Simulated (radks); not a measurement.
The numbers below are computed, except where a source is named.
Orbital eigenvalues (eV) of neutral holmium, [Xe] 4f11 6s2, at several levels of relativity; Dirac values are averaged over j with weights 2j + 1. Spin-unpolarised spherical Kohn-Sham, LDA (Slater exchange, Perdew-Wang correlation), point nucleus unless stated (finite: rms radius 5.2022 fm), a radial shooting solver on a logarithmic mesh with Libxc functionals. A level marked "c x" has the speed of light scaled by that factor and shares open shells by 2j + 1; other Dirac levels either fill j = l - 1/2 first or share by 2j + 1.

shell       non-rel.  scalar-rel.  Dirac, 2j+1 shares  Dirac, low j first  change of magnitude, last against first (%)
3s           -1844.5      -2071.2             -2067.6             -2067.4                                       +12.08
3p           -1671.8      -1748.8             -1754.0             -1753.8                                        +4.90
3d           -1348.8      -1339.0             -1336.5             -1336.2                                        -0.93
4s           -353.35      -408.52             -407.83             -407.69                                       +15.38
4p           -284.50      -302.38             -303.79             -303.66                                        +6.73
4d           -160.71      -159.01             -158.71             -158.59                                        -1.32
5s           -43.045      -50.534             -50.443             -50.415                                       +17.12
5p           -25.015      -26.005             -26.233             -26.213                                        +4.79
4f           -7.4140      -3.3623             -3.3494             -3.2606                                       -56.02
6s           -3.6437      -3.9411             -3.9421             -3.9407                                        +8.15
5d (empty)   -1.9395      -1.2072             -1.2153             -1.2124                                       -37.49
6p (empty)   -1.3688      -1.1956             -1.2092             -1.2090                                       -11.67
